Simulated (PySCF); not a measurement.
Structure problem from calculated spectra and properties.

Formula: C9H12O.

| Item | Value |
| --- | --- |
| Dipole | 2.06 D [PBE0/pcSseg-1] |
| 1H NMR | chemical shifts (computed TMS as zero) by class: 7.02 (1 H), 5.36 (1 H), 5.02 (1 H), 4.92 (1 H), 4.32 (2 H), 3.40 (3 H), 2.11 (3 H) ppm [GIAO PBE0/pcSseg-1] |
| NMR, other nuclei | isotropic shieldings of nuclei other than C and H, by class: 309 (1 O) ppm [GIAO PBE0/pcSseg-1] |
| Rotational structure | rotational constants A, B, C: 2.001, 0.845, 0.676 GHz [GFN2-xTB] |
| 13C NMR | chemical shifts (computed TMS as zero) by class: 167.0 (1 C), 155.0 (1 C), 153.9 (1 C), 151.4 (1 C), 117.3 (1 C), 100.7 (1 C), 71.0 (1 C), 58.1 (1 C), 15.2 (1 C) ppm [GIAO PBE0/pcSseg-1] |

Electronic properties: PySCF, gas phase, density fitting. Levels stand in brackets. The structure is a single GFN2-xTB conformer in the gas phase; no vibrational or solvent corrections. Each NMR value is the plain mean over a class of atoms that symmetry, rotation or inversion makes alike.

Task: Give a SMILES that accounts for the data.

Result: Numbering: `[CH2:1]=[C:2]1[CH:3]=[C:4]([CH3:5])/[C:6]1=[CH:7]/[CH2:8][O:9][CH3:10]`. Its formula, C9H12O, gives 4 degrees of unsaturation: 1 ring and 3 π bonds in the structure found. 9 carbons fall into 9 classes; from least to most shielded: fully substituted alkene carbon [C4] (167.0 ppm), fully substituted alkene carbon [C2] (155.0 ppm), fully substituted alkene carbon [C6] (153.9 ppm), alkene CH carbon [C3] (151.4 ppm), alkene CH carbon [C7] (117.3 ppm), terminal =CH2 carbon [C1] (100.7 ppm), chain sp3 carbon bound to oxygen [C8] (71.0 ppm), methoxy carbon [C10] (58.1 ppm), allylic carbon [C5] (15.2 ppm). Hydrogen classes from least to most shielded: 1 H on an alkene CH carbon, C3 (7.02 ppm), 1 H on an alkene CH carbon, C7 (5.36 ppm), 1 H on a terminal =CH2 carbon, C1 (5.02 ppm), 1 H on a terminal =CH2 carbon, C1 (4.92 ppm), 2 H on an sp3 carbon bound to oxygen, C8 (4.32 ppm), 3 H on a methoxy carbon, C10 (3.40 ppm, a mean of values up to 0.7 ppm apart in this geometry), 3 H on an allylic carbon, C5 (2.11 ppm). The other shieldings belong to: 309 ppm, ether oxygen [O9]. The optimised geometry has point group C1 and is an asymmetric top. Structure: `C=C1C=C(C)/C1=C/COC`. Computed isomers that give other values at the same levels: `CCCOc1ccccc1` (13C chemical shifts (computed TMS as zero) by class: 166.1 (1 C), 134.9 (2 C), 125.1 (1 C), 118.3 (2 C), 72.3 (1 C), 27.4 (1 C), 11.4 (1 C) ppm); `CC(C)Oc1ccccc1` (13C chemical shifts (computed TMS as zero) by class: 164.6 (1 C), 134.9 (2 C), 124.6 (1 C), 118.9 (2 C), 70.6 (1 C), 23.6 (2 C) ppm); `COC1=CC2(CC2)C(C)=C1` (13C chemical shifts (computed TMS as zero) by class: 169.0 (1 C), 154.5 (1 C), 130.9 (1 C), 107.5 (1 C), 57.3 (1 C), 37.6 (1 C), 15.7 (2 C), 14.2 (1 C) ppm). The assignments are read from this structure; whether some other isomer fits the data as well wasn't checked.

Shape of the structure used: `[CH2:1]=[C:2]1[CH:3]=[C:4]([CH3:5])/[C:6]1=[CH:7]/[CH2:8][O:9][CH3:10]`: C6–C7–C8–O9 -119°, C7–C8–O9–C10 69°.
